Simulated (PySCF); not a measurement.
# NMR data sheet: C$_{4}$H$_{8}$F$_{2}$O$_{3}$Si

| Quantity | Value |
| --- | --- |
| Formula | C4H8F2O3Si |
| SMILES | C=C(O[SiH3])OC(F)(F)OC |
| InChI | InChI=1S/C4H8F2O3Si/c1-3(9-10)8-4(5,6)7-2/h1H2,2,10H3 |
| Point group of the computed structure | C1 |
| Degrees of unsaturation | 1 |
| Carbon signals | 4 |
| Proton signals | 4 |

Bonds (- single, = double, # triple, : aromatic): C1=C2, C2-O3, O3-Si4, C2-O5, O5-C6, C6-F7, C6-F8, C6-O9, O9-C10. C1 carries H11, H12; Si4 carries H13, H14, H15; C10 carries H16, H17, H18. H11 is cis to O3; H12 is trans to O3.

All values are calculated (PySCF 2.14.0 with density-fitted response routines): structure optimised with GFN2-xTB, NMR shieldings at PBE0/pcSseg-1/GIAO. No solvent, relativity neglected, single conformer, one averaged value for each set of equivalent atoms.

Referencing at the same level of theory: TMS for 1H, 13C, 29Si; CFCl3 for 19F; 17O vs H2O.

| carbon | δC, type | δH (multiplicity) | HMBC from (2–3 bonds) | span of the C tensor (ppm) |
| --- | --- | --- | --- | --- |
| C1 | 75.2, CH2 | H11 4.19 (m); H12 4.30 (m) | – | 126 |
| C2 | 160.2, C | – | H13/H14/H15, H12, H11 | 161 |
| C6 | 129.4, C | – | H16/H17/H18 | 21 |
| C10 | 55.5, CH3 | 3.90 (s) | – | 82 |

Other nuclei:
```tsv
atoms	nucleus	environment	δ (ppm)	σ (ppm)
H13/H14/H15	1H	hydrogen on a silicon bonded to O	4.91	26.80
F7/F8	19F	fluorine of a CF2 group	-78.9	249.8
Si4	29Si	silicon bonded to O, 3 H	-40.6	389.7
O5	17O	ether oxygen	185.1	151.0
O3	17O	oxygen bonded to C, Si	99.5	236.6
O9	17O	ether oxygen	94.5	241.6
```

1. Carbon types of the structure: 2 × C, 1 × CH2, 1 × CH3, leaving 3 H on heteroatoms.
2. δC 160.2: alkene carbon bearing oxygen; an sp2 carbon further deshielded by the attached heteroatom.
3. δC 129.4: sp3 carbon bearing two oxygens; 4 electronegative neighbours deshield it.
4. δC 75.2: β carbon of an enol-ether or enamine type C=C; the O or N lone pair pushes π density onto this β carbon and shields it.
5. δC 55.5: methyl carbon bonded to O; pulled downfield by the heteroatom.
6. δH 4.30, 4.19: hydrogen on a β carbon of an enol-ether or enamine type C=C; lone-pair donation from O or N shields it, upfield of ordinary alkene protons.

Splittings by 19F in the carbon and heteronuclear signals aren't shown, as no couplings were computed. Shifts are as computed. Against solution values, carbons near 30 ppm lie about +3 ppm off and those near 130 ppm about +5 ppm. Of 1309 compounds with measured shifts, 239 miss one by over three times the rms of a fit or turn the order of signals round; such compounds aren't used in these exercises. Unscaled 19F shifts against computed CFCl3 carry errors that often reach 10 to 50 ppm. Experimental scales use liquid or dissolved standards, which lie at an offset from isolated H2O (liquid H2O: subtract about 36 ppm). No couplings were computed; multiplicities are counted from neighbouring protons, with m where these are inequivalent, close in shift, in a saturated or five-membered ring or joined by F or P, and br s for small geminal =CH2 splittings.
